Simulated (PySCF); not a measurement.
Compound: Ge(SMe)2Cl2, C2H6Cl2GeS2.
Bonds: Ge1–S2, Ge1–S7, Ge1–Cl12, Ge1–Cl13, S2–C3, S7–C8. Hydrogens: H4, H5, H6 on C3; H9, H10, H11 on C8.

Computed, not measured: delta-SCF UKS SCAN, pcX-2 on the ionised atom, pcseg-1 elsewhere, spin-free X2C (PySCF 2.14.0). These are vertical core ionisation energies against the vacuum level, from separate self-consistent calculations with and without the core hole.

Some binding energies are withheld.

| atom(s) | bonded to | level | binding energy (eV) |
| --- | --- | --- | --- |
| C3/C8 | S and 3 H | C 1s | 291.70 |
| S2/S7 | C and Ge | S 1s | 2477.16 |
| Cl12/Cl13 | Ge | Cl 1s | ? |
| Cl12/Cl13 | Ge | Cl 2p3/2 | ? |

**Question.** What is the Cl 2p3/2 binding energy of Cl12/Cl13?

**Answer.** 205.57 eV (chlorine bonded to Ge), with 2p1/2 at 207.23 eV.

**Question.** What is the Cl 1s binding energy of Cl12/Cl13?

**Answer.** 2828.16 eV (chlorine bonded to Ge).

**Question.** Give the binding energy of C 1s of C3/C8 in hartree and in kJ/mol.

**Answer.** 291.70 eV = 10.7198 Eh = 28145 kJ/mol.

One atom of each set of topologically equivalent atoms was ionised and stands for the set; in this conformer not all members are related by symmetry, and their own values weren't computed. Not every level is listed. Spin–orbit and ligand-field terms were added within each 2p shell after the spin-free SCF. 2p1/2 minus 2p3/2 (ligand field included): Cl 1.65 eV. No level of germanium is listed. Geometry: PBE0-D3(BJ)/def2-SVP, one conformer, isolated molecule.

Hardware: one thread of an Intel Xeon 6975P-C, shared host with 192 logical CPUs at a one-minute load of 96. Cost: 34 s, 0.73 GiB resident at most.
